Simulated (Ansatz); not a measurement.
Cu₃S⁺. Charge 1, multiplicity 1. Geometry PBE0-D4/def2-SVP; atoms count from 1.

```xyz
4

Cu   -1.273    0.323   -0.924
Cu   -0.350   -0.664    1.420
Cu    1.106    1.164    0.055
S     0.518   -0.823   -0.550
```

The structure comes from a short search, and lower isomers may exist.

(1) Estimate the Mulliken populations from the PBE0/def2-TZVP orbitals of Ansatz.

(2) And the Mayer bond orders between bonded heavy atoms (over 0.3)?

Results:

(1) 
```csv
atom,charge (e),d electrons
Cu1,0.44,9.85
Cu2,0.44,9.85
Cu3,0.44,9.85
S4,-0.33,–
```
Mulliken values and Mayer orders depend strongly on the basis.

(2) Cu1–S4 0.89 (2.16 Å); Cu2–S4 0.89 (2.16 Å); Cu3–S4 0.89 (2.16 Å).
